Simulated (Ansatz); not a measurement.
Two isomers of CH4OSn: A = `[CH3][Sn][OH]`, B = `O=[CH][SnH3]`.

Computed with Ansatz on PBE0-D4/def2-TZVP structures; ΔE is electronic, products minus reactants. CCSD(T)/CBS adds triple-zeta CCSD(T) − MP2 to the extrapolated MP2 energy (def2 sets, frozen cores). Functionals use def2-TZVPP. B3LYP here is the variant with VWN-RPA as its local correlation; programs differ in this. def2 core potentials past Kr. For Sn outer-core shells are correlated without core-valence functions, which leaves a few kJ/mol of doubt a bond. Each species was taken in one conformer, which may not be the lowest.

A:

```xyz
7

C     0.857    0.355    0.216
Sn   -0.689   -0.864    1.188
O    -1.922   -0.845   -0.368
H     1.203   -0.149   -0.693
H     1.718    0.535    0.862
H     0.433    1.321   -0.078
H    -1.599   -0.353   -1.127
```

B:

```xyz
7

O    -0.048   -2.081    0.759
C     0.533   -1.208    0.183
Sn   -0.353    0.795   -0.119
H     1.557   -1.394   -0.222
H    -0.440    1.119   -1.794
H    -1.903    0.805    0.582
H     0.654    1.965    0.612
```

**Question.** Which isomer does CCSD(T)/CBS put lower? Give the gap. (An estimate is asked.)

**Answer.** Ansatz gave: A, by 55.3 kcal/mol.

**Question.** Give E(B) − E(A) in kcal/mol with r2SCAN-D4, CCSD(T)/def2-SVP, HF/def2-TZVPP, B2PLYP, PBE-D4, B3LYP, CCSD/def2-TZVPP. (Best estimate.)

**Answer.** Ansatz gave: r2SCAN-D4 52.4, CCSD(T)/def2-SVP 42.2, HF/def2-TZVPP 46.9, B2PLYP 54.2, PBE-D4 52.5, B3LYP 53.3, CCSD/def2-TZVPP 51.1. None reverses the order clearly.

**Question.** Does the order hold for the free energy at 298.15 K (harmonic terms from PBE0-D4)? (Best estimate.)

**Answer.** Ansatz gave: Yes: G(B) − G(A) = +48.5 kcal/mol, for one conformer each. Modes under 60 cm⁻¹, often nearly free rotors, make the harmonic entropy too high.

Largest T1 diagnostic: 0.016.

At CCSD(T), def2-SVP lies −13.1 kcal/mol from the extrapolated value and def2-TZVPP −4.6 kcal/mol. In def2-TZVPP, CCSD(T) changes the Hartree–Fock value by +3.7 kcal/mol (the triples alone add −0.4 kcal/mol) and MP2 by +9.7 kcal/mol.
